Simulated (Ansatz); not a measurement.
`O[SiH](Cl)[SiH2]F` + `N=CO` → `O[SiH2][SiH](O)Cl` + `N=CF`  (formal exchange of groups at the Si–F bond)

Program: Ansatz. Geometries: PBE0-D4/def2-TZVP. ΔE: electronic, gas phase. CBS: MP2 limit from def2 TZ/QZ plus the TZ coupled-cluster correction, frozen cores. This one scheme is used for every species. Functionals use def2-TZVPP. B3LYP here is the variant with VWN-RPA as its local correlation; programs differ in this. One conformer a species, not always the lowest.

```
             level  ΔE (kcal/mol)  difference from CCSD(T)/CBS
         r2SCAN-D4           16.5                         -0.1
          B3LYP-D4           16.3                         -0.3
           ωB97X-V           16.1                         -0.5
             B3LYP           16.7                          0.1
    MP2/def2-TZVPP           16.7                          0.1
SCS-MP2/def2-TZVPP           16.6                          0.0
    MP2/def2-QZVPP           17.2                          0.6
SCS-MP2/def2-QZVPP           17.0                          0.4
      HF/CBS(def2)           17.4                          0.8
     MP2/CBS(def2)           17.3                          0.7
       CCSD(T)/CBS           16.6                            0
```

Largest T1 diagnostic among the species: 0.014.
